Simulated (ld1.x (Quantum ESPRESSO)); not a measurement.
## Which setting gave this result? (F (Z = 9), TM)

Base potential:

ld1.x (Quantum ESPRESSO) 7.5 input, shortened:

```
&input
   title='F', zed=9., rel=1, dft='PZ', iswitch=3,
   config='[He] 2s1 2p6 3d-2'
 /
 &inputp
   pseudotype=2, tm=.true., lloc=2,
   nlcc=.false.
 /
3
2S  1  0   1.00   0.00  0.50  0.50  0.0
2P  2  1   6.00   0.00  1.80  1.80  0.0
3D  3  2  -2.00   0.05  1.85  1.85  0.0
 &test
   configts(1)='2s1 2p6'
 /
```

Cutoffs, loose and tight: the cutoffs (Ry, on a coarse ladder) from which the occupation-weighted sum of valence levels, in a spherical-Bessel basis at the reference potential, stays within 10 and 1 mRy of its value at 400 Ry. They do not see the model core or the augmentation charge, which bear on the density cutoff. Test errors are all-electron minus pseudo excitation energies from the reference, over the configurations 2s2 2p5; 2s2 2p4; 2s2 2p3; 2s2 2p1; 2s2 2p2; 2s1 2p5; 2s2 2p5.3 (two spin-polarised tests are not counted in the largest error); variants that change the core or the reference have their own tests. The largest error is taken over the tests solved by every variant that gives reliable tests at all, those not shown here included: 2s1 2p5; 2s2 2p2; 2s2 2p3; 2s2 2p4; 2s2 2p5; 2s2 2p5.3.

Only the p radius is moved (1 further runs of the sweep failed or gave no value and are left out):

```csv
p radius (bohr),bound ghosts,largest test error (meV),median size of the test errors
1.18,s,+826,94.6 meV
1.76,s,+3180,284.9 meV
1.96,s,+4366,375.4 meV
2.22,s,+6308,521.8 meV
2.42,s,+7732,628.4 meV
```

One more run gave bound ghosts: s; largest test error (meV): +1364; median size of the test errors: 140.8 meV. Which value of the p radius was used?

1.4 bohr. The median size of the test errors moves one way along this sweep, from 94.6 meV at 1.18 to 628.4 meV at 2.42 bohr, which places the run between 1.18 and 1.76 bohr.
